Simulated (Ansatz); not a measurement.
Mulliken charges of CH4ClGeNO (`[Cl][GeH]1[NH]C[O]1`) from ωB97M-V/def2-TZVPP in Ansatz (PBE0-D4/def2-TZVP geometry).

| atom | x (Å) | y (Å) | z (Å) | charge (e) |
| --- | --- | --- | --- | --- |
| Cl1 | -2.252 | 0.483 | 1.839 | -0.260 |
| Ge2 | -0.672 | 0.840 | 0.446 | 0.635 |
| N3 | 0.768 | -0.284 | 0.602 | -0.368 |
| C4 | 0.437 | -0.828 | -0.724 | 0.088 |
| O5 | -0.783 | -0.152 | -1.042 | -0.440 |
| H6 | -0.581 | 2.363 | 0.297 | 0.029 |
| H7 | 1.711 | 0.053 | 0.730 | 0.105 |
| H8 | 0.255 | -1.907 | -0.687 | 0.105 |
| H9 | 1.204 | -0.613 | -1.478 | 0.105 |

Task: By hand: the dipole of these point charges (1 e Å = 4.8032 D).

Result: Σ q r = (0.575, 0.316, -0.164) e Å, of length 0.676 e Å = 3.25 D.

Task: How does the dipole of the full density compare? (An estimate is asked.)

Result: The calculation gave: (0.542, 0.305, -0.053) e Å, 3.00 D; the point charges give 1.08 times that, at 9° from its direction.

Point charges leave out the atoms' own dipoles, such as those of lone pairs, and Mulliken's split depends on the basis, so the close match here is no proof of good charges.
